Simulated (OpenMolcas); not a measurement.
**Ag2+: effect of the metal basis**

Ag2+ with its 6 nearest chloride ions at 2.742 Å, on the Na site of NaCl (a = 5.64056 Å, distance in the model lattice 2.820 Å). The rest of the host is ab initio model potentials to 7.6 Å and point charges beyond; the distance is set by hand and nothing relaxes, and no local charge compensation is placed.

* Program: OpenMolcas 26.06
* Method: CASSCF
* Spin-orbit coupling: state interaction with AMFI integrals over the reference wave functions

Fixed: ligand basis ANO-RCC-VDZP, active space 9 electrons in 5 orbitals (4d), DKH2 Hamiltonian.

States (labels of O, the rotations of Oh). Energies in cm-1 above the lowest state or level, χT in cm3 K/mol; 10Dq is the gap between the two states.

```
Run   Metal basis  Ground state  First state of that spin  10Dq  First gap with spin-orbit (degeneracies)  χT at 300 K                     Cost
  A  ANO-RCC-VDZP            2E                  2T2 7463  7463                               6182 (4, 2)        0.641  roughly 23 core-seconds
  B  ANO-RCC-VTZP            2E                  2T2 7027  7027                               5793 (4, 2)        0.665  roughly 30 core-seconds
```

Against A, |10Dq| changes by -5.8 % in B.

Costs are those of the RASSCF and RASSI steps.

An orbital doublet at a regular site is open to a Jahn-Teller distortion, which this geometry leaves out. With metal d orbitals alone the field can be off either way by tens of per cent. Ligand-to-metal charge-transfer states are missing. The least metal-like active orbital is 82 % on the metal (Löwdin) and no ligand orbital is active, so the numbers are rough (holds for A). No measured value stands beside these numbers; the geometry was set by hand and not optimised.
